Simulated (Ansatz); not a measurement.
Ansatz (a quantum-chemistry and plane-wave program) input:

Ansatz 0.2 input:
```yaml
crystal:
  periodic: [false, false, false]
  atoms:
    - {symbol: C, position_ang: [-2.57620194, -1.31531188, 0.00021831]}
    - {symbol: C, position_ang: [-1.28324073, -0.79378646, -0.01171373]}
    - {symbol: C, position_ang: [-0.09403125, -1.61948170, -0.13402595]}
    - {symbol: C, position_ang: [1.08197669, -0.96541572, -0.12955051]}
    - {symbol: Se, position_ang: [0.85423656, 0.89804034, 0.03932388]}
    - {symbol: C, position_ang: [-0.97581185, 0.56554814, 0.09081290]}
    - {symbol: H, position_ang: [-3.43866642, -0.67112381, 0.09279304]}
    - {symbol: H, position_ang: [-2.74563733, -2.37916390, -0.08312692]}
    - {symbol: H, position_ang: [-0.16257667, -2.69587618, -0.22284295]}
    - {symbol: H, position_ang: [2.06994375, -1.38890099, -0.20877695]}
    - {symbol: H, position_ang: [-1.68325187, 1.37237883, 0.19049576]}
basis:
  gaussian:
    orbitals: def2-TZVPD
hamiltonian:
  xc: {name: SVWN5}
magnetization: {spin_polarized: true, initial_magnetization: 1}
output: {forces: true}
```

What final total energy does it print?

-2589.91142 Eh (SVWN5/def2-TZVPD). The basis has 287 functions.

It need not be the lowest isomer of its formula.
